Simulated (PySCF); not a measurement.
## A small calculation by hand: oscillator strength and radiative lifetime

CH8N2OSi, SMILES N[Si@H](NC)O.

Coordinates come from a ωB97X-D3(BJ)/def2-SVP optimisation. The structure was generated by enumeration; whether it is a known compound was not checked. The values are those of a single conformer.

TDA-CAM-B3LYP/def2-SVPD (PySCF) puts the first singlet state with f over 0.02 at 6.79 eV (vertical), with the transition dipole (-0.227, -0.074, 0.406) in atomic units.

Problem. Find the oscillator strength, the wavelength and the radiative lifetime that this transition would have in vacuum if emission retraced absorption.

Solution. 
|μ|² = 0.2218 au, so |μ| = 1.20 D. ΔE = 6.79/27.211 = 0.2495 hartree. f = (2/3) ΔE |μ|² = 0.037 (the program prints 0.037).
λ = 1239.84/6.79 = 183 nm; ν = 54765 cm⁻¹.
Einstein's coefficient A = 0.6670 ν² f s⁻¹ (ν in cm⁻¹) = 7.4e7 s⁻¹, so τ = 1/A = 14 ns. This state is S2; the lower singlet has f = 0.008. The figure is the radiative limit of this one transition; relaxation, internal conversion, crossing to triplets and a medium change what is measured.
